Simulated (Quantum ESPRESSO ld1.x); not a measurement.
Task: Radial electron density D(r) = 4 pi r^2 rho(r) of an atom or ion with 18 electrons. Calculated with ld1.x of Quantum ESPRESSO 7.5: scalar-relativistic Kohn-Sham, LDA (Slater exchange, Perdew-Wang correlation), spin-polarised, spherical densities, point nucleus.

r (bohr)  D(r) (e/bohr)
0.002832          1.015
0.003167          1.244
0.003543          1.522
0.003994          1.884
0.004468          2.294
0.004997          2.784
0.005634          3.415
0.006302          4.117
0.007049          4.943
0.007884          5.909
0.00889           7.116
0.009943          8.416
0.01112           9.891
0.01254           11.67
0.01403           13.51
0.01569           15.51
0.01755           17.62
0.01978           19.98
0.02213           22.18
0.02475           24.31
0.02791           26.38
0.03121           28.01
0.03491           29.23
0.03905           29.94
0.04403           30.07
0.04925           29.60
0.05509           28.62
0.06211           27.19
0.06947           25.73
0.0777            24.45
0.08691           23.66
0.09799           23.63
0.1096            24.52
0.1226            26.22
0.1382            28.65
0.1546            30.98
0.1729            32.75
0.1934            33.38
0.2181            32.33
0.2439            29.62
0.2728            25.54
0.3076            20.42
0.3441            15.85
0.3849            12.31
0.4305            10.31
0.4854            9.912
0.5429            10.68
0.6072            11.76
0.6846            12.39
0.7658            11.97
0.8565            10.50
0.958             8.311
1.08              5.725
1.208             3.582
1.351             1.975
1.524            0.8971
1.704            0.3676
1.906            0.1277
2.132           0.03701
2.404          0.007849
2.689          0.001464

What is the nuclear charge?

Result: Z = 25. The innermost maximum, from 1s, lies near gamma/Z bohr with gamma = sqrt(1 - (Z/c)^2) = 0.983, here 0.0393 bohr (found: 0.0423), and its height grows with Z. The density is that of the manganese ion Mn7+ in [Ar]; the configuration itself is not fixed sharply by these data, and Z only to about a unit. D(r) has 3 maxima, at r = 0.0423, 0.192, 0.696 bohr, and minima at 0.0927, 0.470 bohr, inside which lie 2.11, 10.37 electrons.
